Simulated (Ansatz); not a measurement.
Harmonic frequencies (cm⁻¹) at PBE0-D4/def2-TZVP from Ansatz: 18, 54, 112, 128, 146, 201, 323, 511, 617, 628, 705, 712, 764, 820, 904, 929, 939, 953, 955, 964, 974, 1143, 1261, 1350, 1490, 2213, 2216, 2217, 2240, 2245, 2270, 3023, 3078.

Each molecule was computed in one conformer, which needn't be the lowest.

Q: Which molecule is it?
A. `[SiH3]OC[SiH2]S`
B. `CO[SiH]([SiH3])S`
C. `[SiH3]OCS[SiH3]`
D. `CO[SiH2]S[SiH3]`

A: C.
